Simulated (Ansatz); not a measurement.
`C=C[SiH2][SiH3]` + `BNC=C` → `BN([SiH3])C=C` + `C=C[SiH3]` at 600 K and 1 bar (cleavage of the Si–Si bond).

Calculated with Ansatz (gas phase, PBE0-D4/def2-TZVP geometries, no zero-point term in ΔE). CCSD(T)/CBS adds triple-zeta CCSD(T) − MP2 to the extrapolated MP2 energy (def2 sets, frozen cores). One conformer a species, not always the lowest.

```
          species  CCSD(T)/CBS energy (Eh)  H − E (kJ/mol)  S (J/(mol·K))
`C=C[SiH2][SiH3]`               -659.04133           287.3          452.1
          `BNC=C`               -159.21916           262.3          357.3
  `BN([SiH3])C=C`               -449.51164           320.8          436.5
      `C=C[SiH3]`               -368.76077           221.4          355.7
```

H − E and S are ideal-gas, rigid-rotor, harmonic terms from PBE0-D4/def2-TZVP, for one conformer and one mirror image of each species. 1 Eh = 2625.50 kJ/mol, R = 8.31446 J/(mol·K).

By hand: ΔE, ΔH, ΔS and ΔG.

ΔE = (-449.51164) + (-368.76077) − (-659.04133) − (-159.21916) = -0.01192 Eh = -31.3 kJ/mol. Δ(H − E) = 320.8 + 221.4 − 287.3 − 262.3 = -7.4, so ΔH = -38.7 kJ/mol. ΔS = 436.5 + 355.7 − 452.1 − 357.3 = -17.2 J/(mol·K). ΔG = -38.7 − 600 × (-17.2)/1000 = -28.4 kJ/mol.

By hand: the equilibrium constant, and the temperature at which ΔG would vanish if ΔH and ΔS stayed fixed.

log₁₀ K = −ΔG/(RT ln 10) = 2.5. ΔG = 0 at ΔH/ΔS = 2250 K, though so small a ΔS makes that figure unsure.

ΔH outweighs TΔS. A doubt of 5 kJ/mol in ΔE shifts log₁₀ K by 0.4 here. Other conformers and mirror images would add mixing entropy, several J/(mol·K) or more a flexible species. These are equilibria of isolated gas molecules and say nothing of rates. Largest T1 diagnostic: 0.013 (customary marks: 0.02 for closed shells, 0.045 for open ones).
